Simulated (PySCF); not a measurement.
SMILES COC[Si](C)(C)C (C5H14OSi) at its GFN2-xTB optimised geometry (Å):

```
21

C     -0.7237    -1.3261     3.9358
O     -0.3571    -0.8084     2.6870
C     -0.8793    -1.5504     1.6004
Si    -0.2749    -0.6764     0.0000
C      1.6311    -0.6764     0.0000
C     -0.9488     1.1066     0.0000
C     -0.9416    -1.6394    -1.5103
H     -1.8146    -1.3216     4.0642
H     -0.2677    -0.6894     4.6923
H     -0.3641    -2.3563     4.0611
H     -1.9763    -1.5817     1.6639
H     -0.5312    -2.5916     1.6592
H      2.0110    -0.2379     0.9175
H      2.0317    -1.6835    -0.0740
H      2.0280    -0.1030    -0.8325
H     -2.0317     1.1257    -0.0851
H     -0.5443     1.6835    -0.8264
H     -0.6821     1.6139     0.9219
H     -2.0270    -1.6720    -1.5184
H     -0.5839    -2.6647    -1.5229
H     -0.6231    -1.1720    -2.4365
```

Computed with CAM-B3LYP/def2-SVP run with PySCF 2.14.0.

Map of the log10 of the electron density (e/bohr³), floored at −4 on the plane z = 1.2 Å:

```
|                               |
|                               |
|                               |
|                               |
|           ....                |
|         .:::::..              |
|        .:--===-:.             |
|       .:-=++++=-:             |
|      .:-=+*##*+=:.            |
|     .:--+*#%%#*=-:            |
|     .:-=+*#%%#*+-:....        |
|     .:-=+*#%%#*+-::::::.      |
|     .:-=++*##*+=----==--:.    |
|     .:-==+****+====++++=-:    |
|     .::-==++*+++==+*##*+=:.   |
|     .::-=++***++++*#%%#*=-.   |
|     .:-==+**#**++**#%%#*+-:   |
|    .:-=+**##%##****#%%#*=-.   |
|    :-=+*##%%%%#**+**##*+=-.   |
|   .:=+*#%%@@@@%*+++***+=-:.   |
|   .:=+#%%@@@@@%*++=+++=--:    |
|   .:=+*#%%@@@%#*+======-:.    |
|    :-+*##%%@@%#*=------:.     |
|    .:=++*##%%%#+=-:::::..     |
|     .:-=++*#%#*+=-:.....      |
|      .:--=**#**+-:.           |
|       .::-=++++=:.            |
|         .:-===--:             |
|          .:::::.              |
|            ....               |
|                               |
```
Scale: ten equal steps from -4.00 (start of ' ') to -0.542 (end of '@'), in the order ' .:-=+*#%@'; x runs from -4.50 to 4.50, y from -4.50 (bottom) to 4.50 (top).
